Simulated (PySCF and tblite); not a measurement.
Results of a calculation; reference values are marked as such.
Stationary points of C6H10F (charge +1) at GFN2-xTB, in Å:

Structure A

```
 1 C     2.403    0.749    0.025
 2 C     1.926   -0.640   -0.358
 3 C     0.504   -0.912   -0.316
 4 C    -0.478   -0.014    0.049
 5 C    -1.823   -0.347    0.066
 6 C    -2.926    0.525    0.431
 7 F    -2.166   -1.566   -0.277
 8 H     1.987    1.505   -0.637
 9 H     2.130    0.991    1.050
10 H     3.485    0.798   -0.052
11 H     2.279   -0.907   -1.367
12 H     2.420   -1.405    0.263
13 H     0.199   -1.915   -0.598
14 H    -0.214    0.993    0.335
15 H    -3.494    0.076    1.253
16 H    -2.599    1.523    0.703
17 H    -3.645    0.574   -0.395
```

Structure B

```
 1 C     2.563    0.249    0.384
 2 C     1.681   -0.101   -0.799
 3 C     0.244   -0.139   -0.601
 4 C    -0.395    0.111    0.591
 5 C    -1.770    0.081    0.778
 6 C    -2.842   -0.190   -0.167
 7 F    -2.180    0.342    1.994
 8 H     2.338    1.243    0.764
 9 H     2.447   -0.470    1.191
10 H     3.605    0.239    0.078
11 H     1.875    0.583   -1.641
12 H     1.975   -1.074   -1.225
13 H    -0.345   -0.386   -1.477
14 H     0.196    0.351    1.466
15 H    -3.527    0.666   -0.188
16 H    -2.498   -0.413   -1.170
17 H    -3.456   -1.015    0.212
```

Structure C

```
 1 C     2.380    0.619    0.230
 2 C     1.852   -0.463   -0.698
 3 C     0.412   -0.768   -0.547
 4 C    -0.396   -0.156    0.319
 5 C    -1.775   -0.327    0.610
 6 C    -2.868    0.407    0.025
 7 F    -2.094   -1.182    1.536
 8 H     1.882    1.569    0.046
 9 H     2.260    0.330    1.273
10 H     3.442    0.771    0.058
11 H     2.025   -0.181   -1.741
12 H     2.404   -1.395   -0.539
13 H     0.012   -1.536   -1.196
14 H     0.055    0.607    0.969
15 H    -3.494    0.860    0.804
16 H    -2.539    1.149   -0.698
17 H    -3.558   -0.305   -0.452
```

Level: B3LYP/pcSseg-1 + D3(BJ) on GFN2-xTB stationary points, with GFN2-xTB thermal terms.

Which structure is a saddle point, and along which motion?

C: one imaginary mode (477i cm⁻¹ at GFN2-xTB, mostly on H14, C3, H13), along the rotation about the C4–C5 bond (torsion C3–C4–C5–C6 from -180° to -1°, rising).

Give their symmetry and energies above the lowest.

A Cs, 0.0 kcal/mol; B Cs, 1.2 kcal/mol; C C1, 27.0 kcal/mol.

The ion is treated without a counter-ion.
